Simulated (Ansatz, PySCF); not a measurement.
Gas-phase reaction (SMILES): [NH2][Al]([NH2])[OH] + N (NH3) -> [NH2][Al]([NH2])[NH2] + O (H2O); ammonia cleaves one Al-O bond, a model of a ligand-exchange step.

Each molecule is optimised on its own at B3LYP-D3(BJ)/def2-TZVP (Ansatz, an electronic-structure program), one conformer each, not searched for the lowest. Cores are frozen in the correlated levels unless marked. No spin-orbit coupling. Non-relativistic. CBS(X,Y): correlation extrapolated as X^-3; Hartree-Fock from the larger set. Thermal terms are rigid-rotor harmonic-oscillator values from B3LYP-D3(BJ) frequencies (Ansatz or PySCF) at 298.15 K and 1 atm. 1 Eh = 627.5095 kcal/mol.

```tsv
species	E, CCSD(T)/CBS(aug-cc-pV(T+d)Z,aug-cc-pV(Q+d)Z) (Ansatz) (Eh)	E, r2SCAN-D4/def2-TZVPD (Ansatz + dftd4) (Eh)	H - E (Eh)
[NH2][Al]([NH2])[OH]	-429.73791	-430.27732	0.07221
N (NH3)	-56.50411	-56.54744	0.03799
[NH2][Al]([NH2])[NH2]	-409.84719	-410.38149	0.08441
O (H2O)	-76.37513	-76.42298	0.02495
```

Work out ΔE and ΔH at 298.15 K at the first level, then ΔH at the second.


1. ΔE = [(-409.84719) + (-76.37513)] - [(-429.73791) + (-56.50411)] = 0.01970 Eh = 12.4 kcal/mol at CCSD(T)/CBS(aug-cc-pV(T+d)Z,aug-cc-pV(Q+d)Z).
2. The terms H - E add up to -0.00084 Eh, so ΔH = (0.01970 + (-0.00084))×627.5095 = 11.8 kcal/mol.
3. At r2SCAN-D4/def2-TZVPD the same steps give ΔE = 12.7 and ΔH = 12.2 kcal/mol, a shift of +0.4 from the first level.
4. These values are not checked against measurement here, since the tables used lack a sound gas-phase enthalpy of formation for at least one species.
